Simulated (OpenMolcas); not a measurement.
Lines of Kr³⁺: computed and rescaled rates

```
Program             : OpenMolcas 26.06
Method              : MS-RASPT2, IPEA 0.25 Eh, imaginary shift 0.1 Eh (closed shells correlated: 3d)
Basis               : ANO-RCC [9s8p6d4f2g]
Scalar Hamiltonian  : DKH2, point nucleus
Active space        : 5 electrons in 9 orbitals (RAS2 4s 4p; RAS3 4d, at most 2 electrons)
State averaging     : 2S+1 = 4 odd, 1 root; 2S+1 = 2 odd, 11 roots; 2S+1 = 4 even, 3 roots; 2S+1 = 2 even, 9 roots
Spin-orbit coupling : state interaction with AMFI integrals over the reference wave functions, term energies averaged over their components
```

Rates come from the transition moments of the reference wave functions (E1 and E2 in the length form). At fixed line strength A goes as λ^-3 for E1 and M1 and as λ^-5 for E2, so a rate at the computed wavelength can be rescaled to the measured one. Measured vacuum wavelengths follow from level energies in Saloman, J. Phys. Chem. Ref. Data 36, 215 (2007). Branching counts decays inside the model space alone, at computed energies, and the table is only a selection of the E2 and M1 lines, drawn from those between levels with measured partners whose computed energy lies within a factor of 1.5 of the measured one.

```csv
Upper,Lower,Type,λ computed (nm),λ measured (nm),A computed (s-1),A rescaled (s-1),Branching %
4s² 4p³ ²P°_3/2,4s² 4p³ ⁴S°_3/2,M1,297.4,299.4,1.97e+01,,56.9
4s² 4p³ ²P°_1/2,4s² 4p³ ⁴S°_3/2,M1,314.5,322,9.78e+00,,67.4
4s² 4p³ ²P°_3/2,4s² 4p³ ²D°_3/2,M1,628.3,610.9,9.77e+00,,28.3
4s² 4p³ ²P°_3/2,4s² 4p³ ²D°_5/2,M1,686.6,680,4.31e+00,,12.5
4s² 4p³ ²P°_1/2,4s² 4p³ ²D°_3/2,M1,710,713.3,4.15e+00,,28.6
4s² 4p³ ²D°_3/2,4s² 4p³ ⁴S°_3/2,M1,564.7,586.9,2.03e+00,,99.4
4s² 4p³ ²P°_3/2,4s² 4p³ ²D°_5/2,E2,686.6,680,5.18e-01,5.44e-01,1.5
4s² 4p³ ²P°_1/2,4s² 4p³ ²D°_3/2,E2,710,713.3,3.83e-01,3.74e-01,2.6
4s² 4p³ ²P°_3/2,4s² 4p³ ²D°_3/2,E2,628.3,610.9,2.56e-01,2.95e-01,0.7
4s² 4p³ ²P°_1/2,4s² 4p³ ²D°_5/2,E2,785.4,809.3,1.68e-01,1.45e-01,1.2
4s² 4p³ ²D°_5/2,4s² 4p³ ⁴S°_3/2,M1,524.6,534.8,7.06e-02,,58.8
4s² 4p³ ²D°_5/2,4s² 4p³ ⁴S°_3/2,E2,524.6,534.8,2.50e-02,,20.9
4s² 4p³ ²D°_5/2,4s² 4p³ ²D°_3/2,M1,7399,6014,2.44e-02,4.54e-02,20.4
4s² 4p³ ²D°_3/2,4s² 4p³ ⁴S°_3/2,E2,564.7,586.9,1.17e-02,,0.6
```

Spin-changing lines and M1 lines between different terms are not rescaled, since their strength hangs on the term gaps too.

The largest correction is for 4s² 4p³ ²D°_5/2 → 4s² 4p³ ²D°_3/2 (M1): 2.44e-02 × (7399 / 6014)^3 = 4.54e-02 s-1, a factor of 1.86.

No measured rate stands beside these. Rescaling mends the energy factor alone: line strengths can still be far off where a level mixes with configurations outside the active space, and weak or spin-changing lines hang on small mixing coefficients that depend on the term gaps too, so rescaling need not improve them.

The run also gave levels led by 4s² 4p² 4d, which use shells meant for correlation; these and all levels above them are left out. Computed and measured levels are paired by configuration, term and J; levels that our copy of the source lacks, or whose pairing is in doubt (as where it misses far off the trend of its configuration), stay unpaired. Levels of configurations outside the active space are missing.

° marks odd parity.
